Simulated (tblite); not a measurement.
Compound: C7H10AlP.
Atom-mapped SMILES: `[AlH3-:1][P@+:2]12[CH:3]=[CH:4][C@H:5]([CH:6]=[CH:7]1)[CH:8]=[CH:9]2` (hydrogens: H10, H11, H12 on Al1; H13 on C3; H14 on C4; H15 on C5; H16 on C6; H17 on C7; H18 on C8; H19 on C9)

Cartesian coordinates in Å at the GFN2-xTB level; atoms count from 1:
```xyz
19
C7H10AlP angstrom
Al     3.275    0.128    0.669
P      0.837    0.034    0.171
C      0.205   -0.233   -1.520
C     -1.112   -0.263   -1.644
C     -1.948   -0.076   -0.398
C     -1.550    1.251    0.206
C     -0.278    1.436    0.520
C     -1.530   -1.151    0.580
C     -0.257   -1.212    0.932
H      3.297    1.586    1.255
H      3.314   -1.084    1.670
H      3.782   -0.097   -0.802
H      0.910   -0.352   -2.326
H     -1.628   -0.413   -2.579
H     -3.014   -0.119   -0.616
H     -2.323    1.988    0.354
H      0.133    2.332    0.955
H     -2.292   -1.820    0.948
H      0.168   -1.927    1.617
```

All values are computed: GFN2-xTB (tblite) harmonic vibrations without scaling, gas phase. Errors from tens to a few hundred cm⁻¹ against measured bands are possible. Modes of hydrogen on aluminium can be 10 to 20 % off. The optimisation stopped once no atom felt more than 0.01 eV/Å.

Lowest wavenumbers of the output (negative numbers stand for imaginary wavenumbers):
```
mode    cm-1
  1     -22.3
  2     -22.0
  3      37.5
  4     207.2
  5     323.9
  6     324.0
  7     362.4
  8     362.6
  9     370.3
 10     413.9
 11     414.0
 12     482.3
 13     576.7
 14     576.8
 15     700.8
```

Question: Is this structure a minimum?

Answer: Not by this Hessian. 2 modes are imaginary beyond 20i (22i and 22i cm⁻¹), so at this level the point lies at or near a saddle of order 2. The curvature is small, so loose convergence or finite differences may be the whole cause.

Question: Which atoms move in the imaginary modes?

Answer: 22i: P2 (phosphorus bonded to Al and 3 C) 27 %, Al1 (aluminium bonded to P and 3 H) 25 %; 22i: P2 (phosphorus bonded to Al and 3 C) 27 %, Al1 (aluminium bonded to P and 3 H) 25 %. These are shares of the mass-weighted motion.

Question: What is the remedy?

Answer: Step along such a mode in both directions, optimise again with tighter thresholds and repeat the frequencies. The zero-point energy of this point (83.4 kcal/mol) counts the 49 real modes alone, and thermal corrections from it aren't those of a minimum.
